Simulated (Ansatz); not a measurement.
`C[Si](F)(F)I`, 8 atoms. Total charge 0; spin multiplicity 1. Correlated methods include outer-core shells of I, which these sets cover unevenly. I takes the def2 core potential. All runs use 4 threads of an AMD EPYC 9B45 on a shared host. Correlated methods freeze the cores.

(1) How many basis functions does each run have, and how long does it take in Ansatz? RKS B97M-V/def2-TZVPP energy; RKS LC-ωPBE/def2-TZVPP energy; RHF-MP2/def2-QZVPP energy; RKS revPBE-D4/def2-TZVPP energy; RKS ωB97M-V/def2-SVP energy; RKS ωB97M-V/def2-TZVPP energy and forces; RKS ωB97M-V/def2-QZVPP energy; RHF-CCSD(T)/def2-SVP energy; RKS PBE0-D4/def2-TZVP relaxation (6 steps); RKS PBE0-D4/def2-SVP energy; RKS PBE0-D4/def2-TZVP frequencies; RKS PBE0-D4/def2-QZVPP energy. (Estimate.)

Answers

(1) Computed: Other jobs shared the machine, so times are rough.

```json
{"level": "RKS PBE0-D4/def2-SVP", "job": "energy", "functions": "101", "wall time": "0.55 s", "peak host memory (GiB)": "0.23"}
{"level": "RKS revPBE-D4/def2-TZVPP", "job": "energy", "functions": "227", "wall time": "0.75 s", "peak host memory (GiB)": "0.31"}
{"level": "RKS LC-ωPBE/def2-TZVPP", "job": "energy", "functions": "227", "wall time": "1.1 s", "peak host memory (GiB)": "0.42"}
{"level": "RKS ωB97M-V/def2-SVP", "job": "energy", "functions": "101", "wall time": "1.9 s", "peak host memory (GiB)": "0.34"}
{"level": "RHF-CCSD(T)/def2-SVP", "job": "energy", "functions": "101", "wall time": "2.6 s", "peak host memory (GiB)": "0.5"}
{"level": "RKS PBE0-D4/def2-QZVPP", "job": "energy", "functions": "413", "wall time": "2.7 s", "peak host memory (GiB)": "1.5"}
{"level": "RKS B97M-V/def2-TZVPP", "job": "energy", "functions": "227", "wall time": "2.8 s", "peak host memory (GiB)": "0.4"}
{"level": "RKS ωB97M-V/def2-TZVPP", "job": "energy and forces", "functions": "227", "wall time": "4.3 s", "peak host memory (GiB)": "0.84"}
{"level": "RKS ωB97M-V/def2-QZVPP", "job": "energy", "functions": "413", "wall time": "6 s", "peak host memory (GiB)": "1.8"}
{"level": "RHF-MP2/def2-QZVPP", "job": "energy", "functions": "413", "wall time": "7.5 s", "peak host memory (GiB)": "2.1"}
{"level": "RKS PBE0-D4/def2-TZVP", "job": "relaxation (6 steps)", "functions": "198", "wall time": "9 s", "peak host memory (GiB)": "0.55"}
{"level": "RKS PBE0-D4/def2-TZVP", "job": "frequencies", "functions": "198", "wall time": "48 s", "peak host memory (GiB)": "0.55"}
```

LC-ωPBE has ω = 0.4 bohr⁻¹.
